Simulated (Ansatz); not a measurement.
Stepwise reaction of `O[SiH]([SiH3])[SiH3]` with water, as a gas-phase model of exchange steps in deposition or etching. ΔE in kJ/mol; ΔG adds harmonic PBE0-D4 terms to CCSD(T)/CBS, at 1 bar.

Program: Ansatz. Geometries: PBE0-D4/def2-TZVP. ΔE: electronic, gas phase. CBS: MP2 limit from def2 TZ/QZ plus the TZ coupled-cluster correction, frozen cores. This one scheme is used for every species. DFT in def2-TZVPP. B3LYP here is the variant with VWN-RPA as its local correlation; programs differ in this. One conformer a species, not always the lowest.

```csv
step,reaction,PBE-D4,B3LYP-D4,ωB97M-V,CCSD(T)/CBS,ΔG(500 K)
1,`O[SiH]([SiH3])[SiH3]` + H₂O → `O[SiH](O)[SiH3]` + SiH₄,-89.5,-110.2,-116.1,-107.8,-101.1
```

Problem. Give the row of step 2, `O[SiH](O)[SiH3]` + H₂O → `O[SiH](O)O` + SiH₄. (Estimate.)

Solution. Computed: 
| step | reaction | PBE-D4 | B3LYP-D4 | ωB97M-V | CCSD(T)/CBS | ΔG(500 K) |
| --- | --- | --- | --- | --- | --- | --- |
| 2 | `O[SiH](O)[SiH3]` + H₂O → `O[SiH](O)O` + SiH₄ | -108.8 | -130.5 | -137.4 | -130.6 | -126.5 |

Problem. By hand: ΔE of the 2 steps together at CCSD(T)/CBS.

Solution. (-107.8) + (-130.6) = -238.4 kJ/mol, or -119.2 kJ/mol a step.

In ΔE each step is lower than the one before. All are downhill at CCSD(T)/CBS. ΔG lies between -126.5 and -101.1 kJ/mol a step. PBE-D4 differs from CCSD(T)/CBS by 18.3 to 21.8 kJ/mol a step. Only this route is followed, and other bonds may react first. Isolated molecules leave out the surface, adducts and barriers. Largest T1 diagnostic: 0.013.
